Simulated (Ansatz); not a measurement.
Ideal-gas functions of C₂H₃BrClF, SMILES `FC(Cl)CBr` at 600 K and 1 bar, from an Ansatz frequency run at PBE0-D4/def2-TZVP.

Molar mass 161.4 g/mol, point group C1 (symmetry number 1), electronic degeneracy 1, moments of inertia 66.288, 540.253, 591.144 u Å². Harmonic wavenumbers (cm⁻¹, unscaled): 98, 168, 242, 389, 464, 677, 788, 859, 1021, 1148, 1190, 1240, 1296, 1390, 1453, 3125, 3132, 3202.

Use S(trans) = R[1.5 ln M + 2.5 ln T − 1.1517]; rotational temperatures θ = 24.2544 K / I; S(rot) = R[ln(√π/σ · √(T³/θAθBθC)) + 1.5]; for each mode x = 1.438777 ν̃/T, S = R[x/(eˣ − 1) − ln(1 − e⁻ˣ)] and H = RT x/(eˣ − 1); 1 cm⁻¹ = 0.0119627 kJ/mol; R = 8.31446 J/(mol·K).

Question: By hand: the entropy, in J/(mol·K).

Answer: Translation 186.8. Rotation: θ = 0.3659, 0.0449, 0.041 K, giving 127.4. Vibration, mode by mode: 20.37, 15.93, 12.95, 9.19, 7.84, 5.14, 4.16, 3.64, 2.68, 2.11, 1.94, 1.77, 1.59, 1.33, 1.18, 0.04, 0.04, 0.03, in all 91.9. Electronic 0.0. Sum 406.1 J/(mol·K).

Question: By hand: H − E and G − E in kJ/mol, counted from the electronic energy.

Answer: Zero-point energy ½ × 21882 × 0.0119627 = 130.9; thermal vibration 28.8; translation, rotation and pV give 4 RT = 20.0. H − E = 179.7 kJ/mol, and G − E = 179.7 − 600 × 406.1/1000 = -64.0 kJ/mol.

Vibration gives 23 % of the entropy, 20.4 J/(mol·K) of it from the mode under 150 cm⁻¹: soft modes count most, and the harmonic formula is weakest for them. The sum counts one conformer and one mirror image; others add a mixing term.
